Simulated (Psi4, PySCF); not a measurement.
F3Fe (SMILES [F][Fe]([F])[F]), sextet, at a GFN2-xTB geometry (such geometries of metal compounds can be far from the true shape), atoms displaced at random by about 0.03 Å a coordinate. Base run: B3LYP/6-31G, gradient in PySCF.

The PySCF input:
```python
from pyscf import gto, scf, dft

mol = gto.Mole()
mol.atom = '''
    Fe    0.03354385   -0.15050386   -0.33160420
    F    -1.45726551   -0.83185913    0.36945187
    F    -0.11016264    1.66909625   -0.26425953
    F     1.37946365   -0.55398746    0.90042932
'''
mol.basis = '6-31g'
mol.spin = 5
mol.verbose = 4
mol.build()

mf = dft.UKS(mol)
mf.xc = 'b3lyp'
mf.kernel()
g = mf.nuc_grad_method()
grad = g.kernel()
```

Programs used: Psi4, PySCF; a row that names a program was run with it.

The coordinate followed is y of atom 2.

Each row names what was changed in the base input (with any setting that the change needs).

| change | dE/dx (Eh/bohr) | net force (Eh/bohr) |
|---|---|---|
| base | 0.000844 | 0.000110 |
| code = psi4 | 0.000394 | 0.000353 |
| finite difference step (bohr) = 1e-5; conv_tol = 1e-11 | 0.000939 | - |
| grids.level = 1; grid_response = off | 0.000889 | 0.000545 |
| finite difference step (bohr) = 1e-4; conv_tol = 1e-11 | 0.000939 | - |
| grids.level = 0; grid_response = on | 0.002100 | 0.000000 |
| grids.level = 0; grid_response = off | 0.001471 | 0.005045 |
| finite difference step (bohr) = 0.01; conv_tol = 1e-11 | 0.000939 | - |
| grids.level = 5; grid_response = on | 0.000879 | 0.000000 |
| grids.level = 5; grid_response = off | 0.000866 | 0.000038 |
| density fitting = on; auxbasis_response = off | 0.001025 | 0.000940 |
| density fitting = on | 0.000844 | 0.000110 |

The net force is zero for an exact gradient.

Open shells are given as the SCF converged; they aren't shown to be the lowest states, and a large step between rows can be another state.
